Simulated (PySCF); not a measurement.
Compound: C9H11FS.
SMILES with atom numbers: `[CH:1]#[C:2][C@@:3]1([F:4])[C@H:5]2[CH2:6][C@:7]1([S:8][CH3:9])[C@H:10]2[CH3:11]` (hydrogens: H12 on C1; H13 on C5; H14, H15 on C6; H16, H17, H18 on C9; H19 on C10; H20, H21, H22 on C11)

Geometry (GFN2-xTB, Å), atoms numbered from 1 in this order:
```
atom  x, y, z in Å
C1    -0.166    3.449   -0.321
C2    -0.321    2.284   -0.094
C3    -0.435    0.891    0.269
F4    -0.089    0.785    1.604
C5    -1.658    0.082   -0.213
C6    -1.060    0.225   -1.625
C7     0.121   -0.173   -0.717
S8     1.819   -0.368   -1.258
C9     2.642   -0.267    0.360
C10   -0.840   -1.227   -0.097
C11   -0.584   -1.939    1.216
H12   -0.055    4.466   -0.551
H13   -2.686    0.247    0.087
H14   -1.364   -0.515   -2.359
H15   -1.030    1.221   -2.059
H16    2.426    0.695    0.815
H17    2.302   -1.079    0.994
H18    3.706   -0.360    0.170
H19   -1.149   -1.975   -0.832
H20   -0.247   -1.286    2.012
H21   -1.506   -2.421    1.538
H22    0.163   -2.715    1.060
```

Level of theory: PBE0/pcSseg-1 in PySCF (dipole) on a GFN2-xTB geometry, gas phase.

Take the most abundant isotopes and a rigid rotor. The values belong to one conformer with, in the numbering `[CH:1]#[C:2][C@@:3]1([F:4])[C@H:5]2[CH2:6][C@:7]1([S:8][CH3:9])[C@H:10]2[CH3:11]`, C6–C7–S8–C9 162°.

Question: What are A, B and C (GHz)?

Answer: Ia = 443.29, Ib = 512.18, Ic = 629.78 u·Å²; 505379 MHz·u·Å²/I gives 1140, 986.7 and 802.5 MHz, that is A = 1.1401, B = 0.9867, C = 0.8025 GHz.

Question: Classify the top.

Answer: An asymmetric top; Ray's κ = 0.092.

Question: What does the inertial defect say?

Answer: Not planar: Δ = Ic − Ia − Ib = -325.69 u·Å². For a rigid frame Δ = −2 Σ m c², so Σ m c² = 162.85 u·Å² lies off the ab plane: 24.60 from hydrogen and 138.25 from heavier atoms. The atom farthest from that plane is 2.67 Å away.

Question: Give the other two planar moments, Paa and Pbb, and the rms extents of the mass along the axes.

Answer: Paa = Σ m a² = (Ib + Ic − Ia)/2 = 349.34 and Pbb = Σ m b² = (Ia + Ic − Ib)/2 = 280.44 u·Å². With the mass M = 170.06 u, the rms extents √(P/M) along a, b and c are 1.43, 1.28, 0.98 Å.

Question: Which types of transition are allowed, and where do some lines up to J = 3 fall?

Answer: The dipole components are |μa| = 0.43 D, |μb| = 0.77 D, |μc| = 0.41 D. Intensities carry the squares of the components, which stand as 0.31 : 1.00 : 0.29 (a : b : c). Some lines, for components of 0.1 D or more:

```tsv
type	branch	J(Ka,Kc)	MHz	lower level (cm⁻¹)
b	Q	1(1,0) ← 1(0,1)	338	0.060
c	Q	2(2,1) ← 2(1,1)	460	0.196
c	Q	3(3,1) ← 3(2,1)	902	0.403
b	Q	3(3,0) ← 3(2,1)	937	0.403
b	Q	2(2,1) ← 2(1,2)	1013	0.178
a	Q	3(1,2) ← 3(1,3)	1070	0.346
b	Q	3(1,2) ← 3(0,3)	1088	0.346
b	R	1(1,1) ← 0(0,0)	1943	0.000
a	R	2(1,2) ← 1(1,1)	3394	0.065
a	R	2(0,2) ← 1(0,1)	3484	0.060
a	R	2(1,1) ← 1(1,0)	3763	0.071
c	R	2(2,0) ← 1(1,0)	4317	0.071
c	R	2(2,1) ← 1(1,1)	4407	0.065
b	R	3(0,3) ← 2(1,2)	5023	0.178
b	R	3(1,2) ← 2(2,1)	5099	0.212
a	R	3(1,2) ← 2(1,1)	5559	0.196
a	R	3(2,1) ← 2(2,0)	5648	0.215
c	R	3(1,2) ← 2(0,2)	6175	0.176
c	R	3(2,2) ← 2(1,2)	6380	0.178
c	R	3(3,1) ← 2(2,1)	6645	0.212
b	R	3(2,1) ← 2(1,2)	6756	0.178
```

Question: Estimate the classical rotational partition function at 100 K, 200 K and 298.15 K.

Answer: Point group C1, symmetry number σ = 1; q = (√π/σ)·√((kT/h)³/(ABC)), k/h = 20836.6 MHz/K: 177000 at 100 K, 502000 at 200 K, 913000 at 298.15 K.

GFN2-xTB frequencies: not computed here. These are rigid-rotor constants of the computed structure; measured ground-state constants (B0) also hold zero-point vibration. A rigid rotor knows nothing of internal rotation, which can split or shift real lines.
